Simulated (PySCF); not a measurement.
Job file and geometry (Å, from GFN2-xTB) of an NMR shielding run on `N(C)[Si@H]1C[Si@H](N)C1`, C3H12N2Si2, GIAO PBE0/pcSseg-1 NMR shielding, non-relativistic, gas phase in PySCF 2.14.0, density-fitted response routines; density fitting, a coarse starting grid and PySCF grid level 2 are the driver's defaults:

```
$ OMP_NUM_THREADS=1 python probes_run.py task.json out

{"job": {"kind": "nmr", "xc": "PBE0", "basis": "pcSseg-1"}, "charge": 0, "multiplicity": 1}
C      3.064944     0.614569    -0.213940
N      2.027046    -0.351845     0.044852
Si     0.530145     0.105194     0.763050
C     -0.628201     0.985729    -0.476169
Si    -1.886030    -0.443894    -0.323873
N     -3.208535     0.081883     0.653877
C     -0.651611    -1.391485     0.776032
H      3.751983     0.237677    -0.974138
H      3.643357     0.863545     0.683623
H      2.603149     1.527774    -0.581797
H      2.412497    -1.243587     0.317376
H      0.632785     0.803786     2.056820
H     -0.213620     1.097249    -1.473794
H     -0.993891     1.960534    -0.168923
H     -2.243876    -1.104525    -1.590692
H     -3.807888    -0.623328     1.050892
H     -3.770394     0.847104     0.317682
H     -0.248384    -2.288344     0.316455
H     -1.023280    -1.668784     1.756547
```

Task: What does the program print?

Result: 
```
coarse grid: 16072 points
cycle   1  E = -809.3678700910  dE =  6.587e-01  |g| = 7.032e-01  |ddm| = 3.905e+00
cycle   2  E = -809.2915439328  dE =  7.633e-02  |g| = 8.951e-01  |ddm| = 1.570e+00
cycle   3  E = -809.4846617033  dE = -1.931e-01  |g| = 5.345e-02  |ddm| = 9.919e-01
cycle   4  E = -809.4851567283  dE = -4.950e-04  |g| = 2.727e-02  |ddm| = 7.827e-02
cycle   5  E = -809.4853120500  dE = -1.553e-04  |g| = 6.773e-03  |ddm| = 2.910e-02
cycle   6  E = -809.4853223722  dE = -1.032e-05  |g| = 1.783e-03  |ddm| = 8.564e-03
cycle   7  E = -809.4853231464  dE = -7.743e-07  |g| = 3.314e-04  |ddm| = 2.094e-03
final grid: 143928 points
cycle   8  E = -809.5192096023  dE = -2.829e-05  |g| = 9.324e-03  |ddm| = 2.545e-02
cycle   9  E = -809.5191969819  dE =  1.262e-05  |g| = 1.199e-02  |ddm| = 2.041e-02
cycle  10  E = -809.5192300328  dE = -3.305e-05  |g| = 7.448e-04  |ddm| = 1.140e-02
cycle  11  E = -809.5192301340  dE = -1.012e-07  |g| = 2.610e-04  |ddm| = 8.196e-04
cycle  12  E = -809.5192301481  dE = -1.409e-08  |g| = 5.004e-05  |ddm| = 2.285e-04
cycle  13  E = -809.5192301485  dE = -4.620e-10  |g| = 2.479e-05  |ddm| = 8.569e-05
converged SCF energy = -809.5192301485

GIAO shielding tensors (ppm)
atom      isotropic    diamagn.    paramagn.     s11        s22        s33       span
  0 C      156.346     241.238     -84.892    131.480    150.191    187.367     55.887
  1 N      239.865     323.185     -83.320    207.551    244.101    267.945     60.394
  2 Si     360.071     882.839    -522.768    330.247    355.360    394.607     64.359
  3 C      181.017     261.335     -80.318    175.475    177.735    189.841     14.366
  4 Si     361.415     881.264    -519.849    339.089    354.972    390.184     51.095
  5 N      245.640     313.016     -67.376    214.601    254.489    267.831     53.230
  6 C      183.054     261.196     -78.142    172.109    182.857    194.197     22.087
  7 H       28.820      27.155       1.665     23.593     26.603     36.263     12.670
  8 H       28.855      26.673       2.182     23.403     26.685     36.477     13.074
  9 H       29.131      29.277      -0.146     24.558     28.440     34.394      9.836
 10 H       31.638      33.663      -2.025     22.185     31.362     41.369     19.184
 11 H       26.002      30.957      -4.955     22.351     24.662     30.992      8.641
 12 H       31.451      33.925      -2.474     27.285     29.413     37.654     10.369
 13 H       31.473      33.025      -1.552     27.206     29.217     37.995     10.789
 14 H       25.833      30.122      -4.289     21.945     24.170     31.384      9.440
 15 H       31.424      28.581       2.843     24.185     27.441     42.647     18.463
 16 H       31.387      29.183       2.204     24.148     27.494     42.518     18.370
 17 H       31.636      33.684      -2.047     27.269     29.702     37.938     10.669
 18 H       31.461      32.403      -0.942     27.241     28.980     38.162     10.920
```

Size and cost of the density-fitted run: 193 basis functions, 53 s wall time on 1 thread of an Arm Neoverse N1, shared host; peak memory 0.85 GiB.
